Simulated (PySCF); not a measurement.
UHF on Pd⁻ (palladium, charge -1), [Kr] 4d10 5s1, 2S determinant. All numbers are calculated (PySCF 2.14, the spin-free X2C one-electron Hamiltonian (Gaussian nucleus), in x2c-QZVPPall with one added diffuse shell each of s, p, d, f, g type (14s9p8d5f3g, 143 functions)).

```
cycle= 1 E= -5042.79338238174  delta_E= -1.97e-10  |g|= 9.25e-06  |ddm|= 8.42e-05
converged SCF energy = -5042.79338238174  <S^2> = 0.75100675  2S+1 = 2.0010065
```

Highest occupied orbital energy: 0.206 eV; ⟨L²⟩ = 0.00; populations by l: s 9.00, p 18.00, d 20.00, f 0.00.

Problem. Can this result be used?

Solution. With care. The run converged. At UHF the highest occupied level has a positive energy, so only the finite basis holds that electron.
